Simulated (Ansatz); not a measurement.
Al3B⁻, 4 atoms. Hardware: 4 threads of Arm Neoverse V1 on a shared host.

Correlated methods freeze 16 core orbitals.

**Question.** How many basis functions does each of these Ansatz runs have, and roughly what does it cost? RPA@PBE/def2-TZVPD, charge -1 quartet, energy, from earlier orbitals; r2SCAN-D4/def2-TZVPD, charge 0 triplet at the geometry of the charge -1 doublet, energy, from earlier orbitals; HF/6-31G, charge -1 doublet, energy; PBE-D4/def2-TZVPD, charge 0 singlet at the geometry of the charge -1 doublet, energy, from earlier orbitals; r2SCAN-D4/def2-TZVPD, charge -1 doublet, energy, from earlier orbitals; PBE-D4/def2-TZVPD, charge -1 quartet, energy, from earlier orbitals; HF/STO-3G, charge -1 quartet, energy; PBE0-D4/def2-SVPD, charge -1 doublet, energy, from earlier orbitals; RPA@PBE/def2-TZVPD, charge -1 doublet, energy, from earlier orbitals; PBE0-D4/def2-TZVPD, charge 0 singlet at the geometry of the charge -1 doublet, energy, from earlier orbitals; MP2/def2-TZVPD, charge -1 quartet, energy, from earlier orbitals; PBE-D4/def2-SVPD, charge -1 doublet, energy, from earlier orbitals.

**Answer.** Other jobs shared the machine, so times can vary by a factor of up to 3. A dash marks memory too small to be measured apart from the calling script's.

```json
{"run": "HF/STO-3G, charge -1 quartet, energy", "functions": "32", "fitting or Cholesky vectors": "348", "wall time": "0.2 s", "peak host memory (GiB)": "–"}
{"run": "HF/6-31G, charge -1 doublet, energy", "functions": "48", "fitting or Cholesky vectors": "540", "wall time": "0.35 s", "peak host memory (GiB)": "–"}
{"run": "PBE-D4/def2-TZVPD, charge 0 singlet at the geometry of the charge -1 doublet, energy, from earlier orbitals", "functions": "166", "fitting or Cholesky vectors": "957", "wall time": "1.5 s", "peak host memory (GiB)": "–"}
{"run": "PBE-D4/def2-SVPD, charge -1 doublet, energy, from earlier orbitals", "functions": "92", "fitting or Cholesky vectors": "846", "wall time": "1.6 s", "peak host memory (GiB)": "–"}
{"run": "PBE0-D4/def2-TZVPD, charge 0 singlet at the geometry of the charge -1 doublet, energy, from earlier orbitals", "functions": "166", "fitting or Cholesky vectors": "1047", "wall time": "2 s", "peak host memory (GiB)": "–"}
{"run": "PBE0-D4/def2-SVPD, charge -1 doublet, energy, from earlier orbitals", "functions": "92", "fitting or Cholesky vectors": "835", "wall time": "2.2 s", "peak host memory (GiB)": "–"}
{"run": "PBE-D4/def2-TZVPD, charge -1 quartet, energy, from earlier orbitals", "functions": "166", "fitting or Cholesky vectors": "957", "wall time": "2.5 s", "peak host memory (GiB)": "–"}
{"run": "MP2/def2-TZVPD, charge -1 quartet, energy, from earlier orbitals", "functions": "166", "fitting or Cholesky vectors": "1045", "wall time": "2.9 s", "peak host memory (GiB)": "–"}
{"run": "RPA@PBE/def2-TZVPD, charge -1 quartet, energy, from earlier orbitals", "functions": "166", "fitting or Cholesky vectors": "1045", "wall time": "3.3 s", "peak host memory (GiB)": "–"}
{"run": "RPA@PBE/def2-TZVPD, charge -1 doublet, energy, from earlier orbitals", "functions": "166", "fitting or Cholesky vectors": "1042", "wall time": "3.6 s", "peak host memory (GiB)": "–"}
{"run": "r2SCAN-D4/def2-TZVPD, charge 0 triplet at the geometry of the charge -1 doublet, energy, from earlier orbitals", "functions": "166", "fitting or Cholesky vectors": "957", "wall time": "6 s", "peak host memory (GiB)": "–"}
{"run": "r2SCAN-D4/def2-TZVPD, charge -1 doublet, energy, from earlier orbitals", "functions": "166", "fitting or Cholesky vectors": "957", "wall time": "13 s", "peak host memory (GiB)": "–"}
```
